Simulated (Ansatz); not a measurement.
Molecule: sum formula SiHSCl$_{2}$ (charge 0, doublet). It need not be the lowest isomer of its formula. 
Structure (B3LYP-D3(BJ)/def2-TZVP (Ansatz, a first-principles code) minimum search):
SMILES: [Si](Cl)(S)Cl
```xyz
5

S      1.4157    -0.3135     1.3676
Si     0.1035    -0.4378    -0.3232
Cl    -1.7960    -0.5839     0.4709
Cl     0.2312     1.2450    -1.5273
H      2.5013    -0.0934     0.6032
```
Charge 0, spin multiplicity 2.

Dipole moments at this geometry, in debye (magnitudes).

```csv
level,program,dipole (D)
SVWN5/def2-TZVPD,Ansatz,1.33
PBE/def2-TZVPD,Ansatz,1.30
BLYP/def2-TZVPD,Ansatz,1.31
revPBE/def2-TZVPD,Ansatz,1.29
r2SCAN/def2-TZVPD,Ansatz,1.35
B3LYP/def2-TZVPD,Ansatz,1.38
BHLYP/def2-TZVPD,Ansatz,1.47
r2SCAN0/def2-TZVPD,Ansatz,1.41
HSE06/def2-TZVPD,Ansatz,1.38
CAM-B3LYP/def2-TZVPD,Ansatz,1.43
LC-wPBE/def2-TZVPD,Ansatz,1.44
wB97X-V/def2-TZVPD,Ansatz,1.40
CCSD(T)/aug-cc-pV(D+d)Z,Ansatz,1.36
```
